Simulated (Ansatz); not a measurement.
`BCC(O)=S` at its PBE0-D4/def2-TZVP geometry, where that method's forces vanish. Total charge 0; spin multiplicity 1.

```csv
atom,x (Å),y (Å),z (Å)
B1,0.798,-1.152,0.001
C2,0.397,0.269,0.476
C3,-0.605,1.050,-0.325
O4,-1.633,0.345,-0.798
S5,-0.484,2.641,-0.604
H6,0.057,-1.816,-0.674
H7,1.819,-1.646,0.370
H8,1.231,0.908,0.759
H9,-0.100,0.000,1.435
H10,-1.480,-0.598,-0.641
```

Q: For each bond, give half the difference of the two atoms' forces along it (eV/Å; positive pushes the atoms apart) under PBE-D4, r2SCAN-D4, B3LYP-D4, ωB97M-V in def2-TZVPP. (Estimate.)

A: Ansatz gave: 
```csv
bond,length (Å),PBE-D4,r2SCAN-D4,B3LYP-D4,ωB97M-V
B1–C2,1.551,-0.13,-0.02,0.08,0.10
B1–H6,1.202,0.10,-0.02,-0.10,-0.12
B1–H7,1.193,0.07,-0.05,-0.13,-0.15
C2–C3,1.502,-0.08,0.00,0.06,0.13
C2–H8,1.089,0.14,-0.02,-0.09,-0.11
C2–H9,1.112,0.15,-0.01,-0.07,-0.10
C3–O4,1.332,0.43,0.29,0.29,0.25
C3–S5,1.620,0.30,0.10,0.08,-0.17
O4–H10,0.968,0.41,0.00,-0.09,-0.16
```

B3LYP here is the variant with VWN-RPA as its local correlation; programs differ in this.
